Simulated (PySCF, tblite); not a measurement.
Isomers of [C6H12P]- (charge -1), one GFN2-xTB conformer each. Single-point energies are computed at PBE0/pcSseg-1 (PySCF, gas phase, no added dispersion term), electronic only.

Problem. Rank them by PBE0/pcSseg-1 energy, lowest first (kcal/mol).
A. `[CH2:1]=[CH:2][CH2:3][P-:4][CH:5]([CH3:6])[CH3:7]` (charge -1) with C1–C2–C3–P4 -106°, C2–C3–P4–C5 73°, C3–P4–C5–C6 87°
B. `[CH2:1]=[CH:2][P-:3][C:4]([CH3:5])([CH3:6])[CH3:7]` (charge -1) with C1–C2–P3–C4 180°
C. `[PH-:1][CH:2]1[CH2:3][CH2:4][CH2:5][CH2:6][CH2:7]1` (charge -1) with H–P1–C2–C3 175°, P1–C2–C3–C4 180°, C2–C3–C4–C5 -58°, C3–C4–C5–C6 57°, C4–C5–C6–C7 -57°
D. `[CH3:1][CH:2]([CH3:3])[P-:4][CH:5]1[CH2:6][CH2:7]1` (charge -1) with C1–C2–P4–C5 81°, C2–P4–C5–C6 90°
E. `[CH3:1]/[CH:2]=[CH:3]/[P-:4][CH2:5][CH2:6][CH3:7]` (charge -1) with C2–C3–P4–C5 -2°, C3–P4–C5–C6 -77°, P4–C5–C6–C7 179°

Solution. C (0.0), E (8.0), B (9.3), A (17.2), D (22.9).

As drawn, the highest has a three-membered ring, which the lowest lacks. Neighbours under 5.0 kcal/mol apart (C/C=C/[P-]CCC and C=C[P-]C(C)(C)C) can change places with a better method, another conformer or zero-point energy. GFN2-xTB itself gives, in the same order: 0.0, 25.3, 28.9, 34.7, 32.3. Both levels put the same isomer lowest; measured from each level's own lowest isomer, the values differ by up to 19.6 kcal/mol (C=C[P-]C(C)(C)C: 28.9 against 9.3).

Problem. What happens when harmonic zero-point energies from GFN2-xTB frequencies are added?

Solution. 
| SMILES | ZPE (kcal/mol) | electronic (kcal/mol) | with ZPE (kcal/mol) |
| --- | --- | --- | --- |
| [PH-]C1CCCCC1 | 103.7 | 0.0 | 0.0 |
| C/C=C/[P-]CCC | 101.3 | 8.0 | 5.6 |
| C=C[P-]C(C)(C)C | 100.5 | 9.3 | 6.1 |
| C=CC[P-]C(C)C | 100.7 | 17.2 | 14.3 |
| CC(C)[P-]C1CC1 | 101.7 | 22.9 | 21.0 |

The zero-point energies span 3.2 kcal/mol. The order is unchanged.
